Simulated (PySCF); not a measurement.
Spinor energies of Pd⁺ (palladium, charge +1)

Start: [Kr] 4d8 5s1; 4d3/2 filled at m_j = -1/2, +1/2, +3/2; 4d5/2 filled at m_j = -3/2, -1/2, +1/2, +3/2, +5/2; 5s1/2 filled at m_j = +1/2. Calculated with PySCF 2.14 in x2c-SVPall-2c with one added diffuse shell each of s, p, d type (7s9p7d1f, 76 functions): generalised Hartree-Fock with the X2C-1e Hamiltonian and a Gaussian nucleus; one run each with spin-orbit coupling (SO) switched off, then screened by Boettger's factors. This is a chosen level, not necessarily the ground level.

```
spinor shell  electrons  ε, spin-free (eV)  ε, screened SO (eV)  weight of nominal j (screened SO)  rms radius, screened SO (bohr)
       1s1/2          2           -24488.1             -24486.4                              1.000                          0.0366
       2s1/2          2            -3672.4              -3671.9                              1.000                           0.150
       2p1/2          2            -3288.3              -3398.8                              1.000                           0.130
       2p3/2          4            -3288.3              -3237.0                              1.000                           0.135
       3s1/2          2            -711.57              -711.39                              1.000                           0.403
       3p1/2          2            -581.85              -601.77                              1.000                           0.399
       3p3/2          4            -581.85              -572.48                              1.000                           0.410
       3d3/2          4            -376.08              -379.60                              0.997                           0.387
       3d5/2          6            -376.08              -373.52                              0.998                           0.390
       4s1/2          2            -121.12              -121.06                              1.000                            1.01
       4p1/2          2            -81.288              -85.876                              0.948                            1.10
       4p3/2          4            -81.288              -79.049                              0.974                            1.12
       4d5/2          5            -25.121              -25.017                              0.617                            1.51
       4d3/2          3            -25.121              -25.319                              0.646                            1.51
       5s1/2          1            -15.214              -15.213                              1.000                            3.09
```

```
   quantity    spin-free  screened SO
E (hartree)  -5041.54669  -5042.38584
        M_J          9/2          9/2
       ⟨J²⟩       24.756       24.757
       ⟨L²⟩       12.006       12.054
       ⟨S²⟩        3.751        3.749
```

Each row is a mean over spinors that exchange with the open shell spreads, by up to 7.927 eV (4p3/2).

Rows whose weight is well below 1 are mixtures of j = l ± 1/2: exchange outweighs spin-orbit coupling there, and the label is only the starting occupation.

Breit and QED terms are absent; they matter most for the inner s and p1/2 levels.

Densities and radii are taken from the X2C orbitals without a picture-change correction, which distorts them close to the nucleus.

Without spin-orbit coupling the j labels of p, d and f shells carry no meaning; the spin-free column gives the mean over the occupied spinors of each nl shell.
